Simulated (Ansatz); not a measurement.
`C#[C][GeH]([F])[F]` + CH₃OH → `C[O][GeH]([F])[F]` + `C#C` at 600 K and 1 bar (ligand exchange at a Ge–C bond).

Computed with Ansatz on PBE0-D4/def2-TZVP structures; ΔE is electronic, products minus reactants. CCSD(T)/CBS adds triple-zeta CCSD(T) − MP2 to the extrapolated MP2 energy (def2 sets, frozen cores). This one scheme is used for every species. For Ge outer-core shells are correlated without core-valence functions, which leaves a few kJ/mol of doubt a bond. Scalar relativity is left out up to krypton. Each species was taken in one conformer, which may not be the lowest.

```
             species  CCSD(T)/CBS energy (Eh)  H − E (kJ/mol)  S (J/(mol·K))
`C#[C][GeH]([F])[F]`              -2353.01589           136.1          410.7
               CH₃OH               -115.61712           163.6          277.3
 `C[O][GeH]([F])[F]`              -2391.41847           202.4          438.0
               `C#C`                -77.22717            96.2          235.4
```

H − E and S are ideal-gas, rigid-rotor, harmonic terms from PBE0-D4/def2-TZVP, for one conformer and one mirror image of each species. 1 Eh = 2625.50 kJ/mol, R = 8.31446 J/(mol·K).

Question: By hand: ΔE, ΔH, ΔS and ΔG.

Answer: ΔE = (-2391.41847) + (-77.22717) − (-2353.01589) − (-115.61712) = -0.01263 Eh = -33.2 kJ/mol. Δ(H − E) = 202.4 + 96.2 − 136.1 − 163.6 = -1.1, so ΔH = -34.3 kJ/mol. ΔS = 438.0 + 235.4 − 410.7 − 277.3 = -14.6 J/(mol·K). ΔG = -34.3 − 600 × (-14.6)/1000 = -25.5 kJ/mol.

Question: By hand: the equilibrium constant, and the temperature at which ΔG would vanish if ΔH and ΔS stayed fixed.

Answer: log₁₀ K = −ΔG/(RT ln 10) = 2.2. ΔG = 0 at ΔH/ΔS = 2349 K, though so small a ΔS makes that figure unsure.

The number of gas molecules stays the same, so ΔS is small and ΔH decides. A doubt of 5 kJ/mol in ΔE shifts log₁₀ K by 0.4 here. Other conformers and mirror images would add mixing entropy, several J/(mol·K) or more a flexible species. These are equilibria of isolated gas molecules and say nothing of rates. Largest T1 diagnostic: 0.013 (customary marks: 0.02 for closed shells, 0.045 for open ones).
